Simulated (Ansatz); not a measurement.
Consider the homolysis of the C–Si bond: `C[SiH2]O[SiH2]O` → `[CH3]`• + `O[SiH2]O[SiH2]`•.

Computed with Ansatz on PBE0-D4/def2-TZVP structures; ΔE is electronic, products minus reactants. CCSD(T)/CBS is the MP2 limit (def2-TZVPP, def2-QZVPP) plus CCSD(T) − MP2 in def2-TZVPP, frozen cores. This one scheme is used for every species. Open shells (•) are unrestricted, without spin–orbit coupling. One conformer a species, not always the lowest.

`C[SiH2]O[SiH2]O`:

```xyz
13

C     1.648    0.519    0.903
Si    0.290   -0.719    1.191
O    -1.048   -0.353    0.309
Si   -1.535    0.364   -1.069
O    -0.686   -0.153   -2.375
H     1.946    0.534   -0.148
H     2.528    0.262    1.500
H     1.332    1.526    1.185
H    -0.115   -0.736    2.621
H     0.749   -2.082    0.811
H    -1.278    1.820   -1.007
H    -2.977    0.055   -1.219
H    -0.854   -1.038   -2.701
```

`[CH3]`•:

Z-matrix (Å, degrees):
```
C
H 1 1.080
H 1 1.080 2 120.0
H 1 1.080 2 120.0 3 180.0
```

`O[SiH2]O[SiH2]`•:

```xyz
9

O    -1.805   -0.432    0.718
Si   -1.040    0.236   -0.567
O     0.581    0.288   -0.366
Si    1.935   -0.557    0.008
H    -1.858    0.073    1.531
H    -1.469    1.640   -0.773
H    -1.373   -0.635   -1.713
H     3.109    0.309   -0.293
H     1.921   -0.921    1.456
```

```tsv
species	CCSD(T)/CBS(def2) energy (Eh)
`C[SiH2]O[SiH2]O`	-771.52851
`[CH3]`•	-39.78218
`O[SiH2]O[SiH2]`•	-731.59118
```

**Question.** Work out ΔE.

**Answer.** ΔE = (-39.78218) + (-731.59118) − (-771.52851) = 0.15515 Eh = +407.3 kJ/mol.

Largest T1 diagnostic among the species: 0.014.

In def2-TZVPP, CCSD(T) changes the Hartree–Fock value by +105.9 kJ/mol (the triples alone add +8.1 kJ/mol) and MP2 by +117.6 kJ/mol; breaking electron pairs costs correlation energy, which Hartree–Fock lacks. The D4 term adds +11.3 kJ/mol with B3LYP and +6.4 kJ/mol with PBE0; it sums over pairs of atoms, weighted by their polarisabilities, and B3LYP, whose exchange is more repulsive, gets the larger term.

B3LYP here is the variant with VWN-RPA as its local correlation; programs differ in this.
